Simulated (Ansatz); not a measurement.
Input file for Ansatz (a first-principles code): R-CAM-B3LYP/def2-TZVPPD on H3In (SMILES [InH3]) with ghost functions. Elements past Kr take the def2 small-core potentials; no spin–orbit coupling. Files ending in .json are basis or fitting sets from the Basis Set Exchange.

Ansatz 0.2 input:
```yaml
crystal:
  periodic: [false, false, false]
  atoms:
    - {symbol: In, position_ang: [0.64107878, 0.57157907, 0.73561557]}
    - {symbol: H, position_ang: [1.70574326, -0.78813054, 0.51286828]}
    - {symbol: H, position_ang: [-0.75054096, 0.73073186, -0.29877319]}
    - {symbol: H, position_ang: [1.23789058, 1.98049207, 1.56670695]}
basis:
  gaussian:
    orbitals: def2-TZVPPD.json
    ghost_atoms:
      - {symbol: N, position_ang: [-0.55828529, -0.35339303, 2.63477106]}
      - {symbol: H, position_ang: [-1.26796975, 0.29335435, 2.96136072]}
      - {symbol: H, position_ang: [0.07593080, -0.54127538, 3.40358370]}
      - {symbol: H, position_ang: [-1.01519725, -1.22291573, 2.38227348]}
hamiltonian:
  xc: {name: CAM-B3LYP}
scf: {lower_state_search: off}
```

It printed:

```
WARN ansatz: RAYON_NUM_THREADS=1 ignored (pool sized by the plan → 1); use --threads N
Functional definition: CAM-B3LYP
these checks for a lower state are left out or cut short: stability, starts, cluster_reference, orbital_swaps, neighbouring_geometries, increment
integrals: 0.11 GiB planned
1016 factors; their error is unknown
integrals: 0.14 GiB planned
346 factors; integrals over basis functions are off by at most 3.1e-5 eV
mean field: 0.99 GiB planned
mean field evaluation 1: about -5220.5184 eV, gradient 1.3e1 eV
mean field evaluation 2: about -5220.8287 eV, gradient 8.0e0 eV
mean field evaluation 4: about -5220.9272 eV, gradient 1.8e-1 eV
mean field evaluation 8: about -5220.9547 eV, gradient 2.8e-2 eV
mean field -5220.95474956 eV, -191.8665481562 hartree, gradient 2.4e-6 eV, S^2 0.000000; 0 other end points of the search recorded, 0 dependent functions left out
reference -5220.95488647 eV, -191.8665531873 hartree; 12, 12 occupied and 183, 183 virtual orbitals, 1016 factors
Total energy: -5220.95488647 eV, -191.8665531873 hartree
Checks for a lower state left out: stability, starts, cluster_reference, orbital_swaps, neighbouring_geometries, increment
```

The run converged.

Cost: about 6 core-seconds (a rough figure).
